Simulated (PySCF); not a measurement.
Input of a run (PBE0-D3(BJ)/def2-SVP geometry optimisation, gas phase, def2 core potentials past Kr (PySCF 2.14.0)), started from GFN2-xTB:
```
{"job": {"xc": "PBE0", "basis": "def2-SVP", "d3": "d3bj", "grid": 1, "maxiter": 40, "shake": 0.03, "kind": "geom"}, "charge": 0, "multiplicity": 1}
Ta     0.006360    -0.073130    -0.146470
N      0.059160    -0.002450     1.626000
C      0.129180     0.008890     3.020460
H     -0.316720    -0.779480     3.474000
H      1.224050    -0.155190     3.319530
H     -0.166250     0.986410     3.451900
O      1.490480     0.936030    -0.886870
Si     2.868140     1.746600    -1.267000
H      2.673660     2.218740    -2.579250
H      3.920790     0.764590    -1.100350
H      2.930300     2.844130    -0.288150
O     -1.683980     0.883190    -0.630320
Si    -3.184710     1.707810    -0.790390
H     -3.917470     1.042630    -1.817600
H     -2.789780     3.038090    -1.099130
H     -3.793000     1.615890     0.552390
O     -0.039500    -1.797160    -0.760900
Si     0.081920    -3.406270    -0.937800
H      1.037080    -3.647360    -2.067260
H     -1.300330    -3.922630    -1.265840
H      0.583870    -3.993340     0.263490
```

Output (energies in Eh, forces in Eh/bohr):
```
step   0  E = -1250.26262598  max force = 0.098169
step   1  E = -1250.29747044  max force = 0.039094
step   2  E = -1250.30007295  max force = 0.015224
step   3  E = -1250.30122883  max force = 0.006542
step   4  E = -1250.30139001  max force = 0.005558
step   5  E = -1250.30154266  max force = 0.002968
step   6  E = -1250.30192888  max force = 0.006255
step   7  E = -1250.30217406  max force = 0.004858
step   8  E = -1250.30241448  max force = 0.001260
step   9  E = -1250.30246168  max force = 0.000748
step  10  E = -1250.30247853  max force = 0.000580
step  11  E = -1250.30248142  max force = 0.000247
optimisation converged
```

Q: Summarise the run.

A: The energy falls by 1.085 eV over 12 energy and gradient evaluations, the largest force component goes from 0.0982 to 2.5e-04 Eh/bohr, and the atoms move by 0.323 Å rms after alignment. The bond that changes most is C3–H4 (ends: carbon bonded to N and 3 H; hydrogen on carbon), which lengthens by 0.092 Å. Bonds longer at the end by more than 0.005 Å: 12 of 20; shorter: 6. Among the angles that change most is Ta1–O12–Si13, from 171.3° to 154.6°. The energy never rose by more than 1e-6 Eh on the way. The first step brought 87 % of the lowering.

Q: What are the final bond lengths?

A: Ta1–N2 1.770 Å, Ta1–O7 1.918 Å, Ta1–O12 1.918 Å, Ta1–O17 1.919 Å, N2–C3 1.417 Å, C3–H4 1.105 Å, C3–H5 1.105 Å, C3–H6 1.105 Å, O7–Si8 1.665 Å, Si8–H9 1.492 Å, Si8–H10 1.493 Å, Si8–H11 1.494 Å, O12–Si13 1.665 Å, Si13–H14 1.492 Å, Si13–H15 1.493 Å, Si13–H16 1.494 Å, O17–Si18 1.665 Å, Si18–H19 1.492 Å, Si18–H20 1.493 Å, Si18–H21 1.494 Å. Numbering counts from 1 in the input's order; the species is Ta(NMe)(OSiH3)3 (`C[N]=[Ta]([O][SiH3])([O][SiH3])[O][SiH3]`).

The run used 216 basis functions and 96 SCF cycles in all. The run took 16 min wall on an AMD EPYC with one thread, on a shared host, and the process peaked at 1.2 GiB of memory.

Not checked by PBE0-D3(BJ)/def2-SVP frequencies.
